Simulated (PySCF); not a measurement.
H3Si, SMILES [SiH3+], charge +1. Atoms are numbered in the order given.

```xyz
4

Si     0.0000     0.0000     0.0000
H      1.4722     0.0000     0.0000
H     -0.7361     1.2750     0.0000
H     -0.7361    -1.2750     0.0000
```
Charge +1, spin multiplicity 1.

Coordinates come from a PBE0-D3(BJ)/def2-TZVPD optimisation.

Two levels are set side by side: PBE/pcJ-2 (PySCF) and B3LYP/pcJ-2 (PySCF). One-bond couplings, all four terms, same geometry. Isotopes: 1H, 29Si. Differences are taken from unrounded values.

| quantity | B3LYP | PBE | PBE minus B3LYP |
|---|---|---|---|
| ¹J(Si1,H2) (Hz) | -319.2 | -284.7 | 34.5 |
| ¹J(Si1,H3) (Hz) | -319.2 | -284.7 | 34.5 |
| ¹J(Si1,H4) (Hz) | -319.2 | -284.7 | 34.5 |

Rough cost on one machine, each run with all the roots and properties that it gave: B3LYP against PBE about 2 times.
